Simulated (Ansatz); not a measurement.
`S[SiH]1BN1` + H₂ → `B1N[SiH2]1` + H₂S at 500 K and 1 bar (hydrogenolysis of the Si–S bond).

Isolated molecules relaxed with PBE0-D4/def2-TZVP in Ansatz; ΔE leaves out vibrations. CCSD(T)/CBS adds triple-zeta CCSD(T) − MP2 to the extrapolated MP2 energy (def2 sets, frozen cores). This one scheme is used for every species. One conformer a species, not always the lowest.

| species | CCSD(T)/CBS energy (Eh) | H − E (kJ/mol) | S (J/(mol·K)) |
| --- | --- | --- | --- |
| `S[SiH]1BN1` | -768.78804 | 161.9 | 365.7 |
| H₂ | -1.17544 | 41.0 | 145.5 |
| `B1N[SiH2]1` | -370.97252 | 146.7 | 308.1 |
| H₂S | -398.97279 | 57.0 | 224.0 |

H − E and S are ideal-gas, rigid-rotor, harmonic terms from PBE0-D4/def2-TZVP, for one conformer and one mirror image of each species. The MP2-based limit puts H₂ 0.8 mEh under its directly extrapolated value; such offsets cancel only in part. 1 Eh = 2625.50 kJ/mol, R = 8.31446 J/(mol·K).

**Question.** By hand: ΔE, ΔH, ΔS and ΔG.

**Answer.** ΔE = (-370.97252) + (-398.97279) − (-768.78804) − (-1.17544) = 0.01817 Eh = 47.7 kJ/mol. Δ(H − E) = 146.7 + 57.0 − 161.9 − 41.0 = 0.8, so ΔH = 48.5 kJ/mol. ΔS = 308.1 + 224.0 − 365.7 − 145.5 = 20.9 J/(mol·K). ΔG = 48.5 − 500 × (20.9)/1000 = 38.0 kJ/mol.

**Question.** By hand: the equilibrium constant, and the temperature at which ΔG would vanish if ΔH and ΔS stayed fixed.

**Answer.** log₁₀ K = −ΔG/(RT ln 10) = -4.0. ΔG = 0 at ΔH/ΔS = 2321 K.

ΔH outweighs TΔS. A doubt of 5 kJ/mol in ΔE shifts log₁₀ K by 0.5 here. Other conformers and mirror images would add mixing entropy, several J/(mol·K) or more a flexible species. These are equilibria of isolated gas molecules and say nothing of rates. Largest T1 diagnostic: 0.014 (customary marks: 0.02 for closed shells, 0.045 for open ones).
